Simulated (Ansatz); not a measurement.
A nudged elastic band was laid between two geometries of FGeH$_{3}$ (5 atoms, charge 0, multiplicity 1).

Method: Ansatz 0.2.0, RKS BLYP-D4/def2-SVP.

| Quantity | Value |
| --- | --- |
| movable images | 7 |
| climbing image | yes |
| spring | 5.0 eV/Å² |
| optimiser | quadratic models (default) |
| start path | through a guess of the saddle point |
| force threshold | 0.05 eV/Å |
| iteration limit | 60 |
| end points | relaxed |

Image 0:

```xyz
5
Properties=species:S:1:pos:R:3
Ge 0.283 -0.048 0.200
H 0.246 0.012 1.750
H 1.732 0.012 -0.351
F -0.547 1.399 -0.386
H -0.500 -1.269 -0.354
```

Image 8:

```xyz
5
Properties=species:S:1:pos:R:3
Ge 0.057 -0.043 -0.949
H 1.114 -0.293 1.341
H 1.677 0.069 0.952
F -0.870 1.428 -0.530
H -0.764 -1.055 0.045
```

Q: What changes between the two ends?

A: Bonds broken: Ge1–H2, Ge1–H3. Bonds formed: H2–H3. FGeH3 becomes FGeH + H2.

Q: Give the energies along the band, and the barrier.

A: The run converged. The highest image is number 4 of 0 to 8, 2.29 eV above the first end and 1.31 eV above the last; the last end lies 0.98 eV above the first. A vibrational analysis at the climbing image gives one clearly imaginary mode, 1040i cm⁻¹: a first-order saddle point. The orbitals stay closed-shell, which can raise the energy where a bond breaks towards radicals; this wasn't checked here.

```
image  path coordinate (Å)  energy (eV)  Ge1–H2 (Å)  Ge1–H3 (Å)  H2–H3 (Å)
    0                 0.00         0.00        1.55        1.55       2.57
    1                 0.32         0.20        1.53        1.54       2.32
    2                 0.65         0.85        1.54        1.53       2.03
    3                 0.97         1.82        1.63        1.52       1.75
    4                 1.29         2.29        1.80        1.56       1.48
    5                 1.59         1.89        1.91        1.67       1.13
    6                 1.90         1.15        2.08        1.92       0.83
    7                 2.20         1.00        2.33        2.25       0.78
    8                 2.51         0.98        2.53        2.50       0.77
```

Q: What is the geometry of the highest image?

A: 
```xyz
5
Properties=species:S:1:pos:R:3
Ge 0.296 -0.021 -0.450
H 0.560 -0.254 1.319
H 1.622 0.133 0.365
F -0.672 1.467 -0.374
H -0.592 -1.219 0.000
```

Q: What are the harmonic wavenumbers there?

A: 1040i, 420, 542, 626, 660, 884, 1327, 2012, 2053 cm⁻¹.

The band took 10 iterations and of the order of 70 core-seconds.

Run time: 72 s on 1 thread of Arm Neoverse V2, on a shared host, peak memory 0.1 GiB.
